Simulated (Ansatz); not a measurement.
Basis-set extrapolation for F3H4NO2Si2 (`O[SiH](O)N[Si](F)(F)F`) (PBE0-D4/def2-TZVP geometry, frozen core, Ansatz). Multiplicity 1, RHF reference.

```json
{"": "HF", "def2-TZVPP": "-1083.363178", "def2-QZVPP": "-1083.407519"}
{"": "MP2 correlation", "def2-TZVPP": "-1.656840", "def2-QZVPP": "-1.804414"}
{"": "CCSD(T) correlation", "def2-TZVPP": "-1.729447", "def2-QZVPP": "not run"}
```

Energies in hartree. Use E(X) = E(∞) + A·exp(−7.88·√X) for Hartree–Fock and E(X) = E(∞) + B·X^(−2.97) for correlation, with X = 3 and 4, and add CCSD(T) minus MP2 of the smaller set to the MP2 limit.

Q: What is the CCSD(T) energy at the basis-set limit?

A: HF limit: -1083.407519 + (-0.044341) × 0.13774 = -1083.41363. MP2 limit: -1.804414 + (-0.147574) × 0.74074 = -1.91373. Higher-order term: -1.729447 − (-1.656840) = -0.07261. Total: -1085.39997 hartree, 806.9 kJ/mol below CCSD(T)/def2-TZVPP.
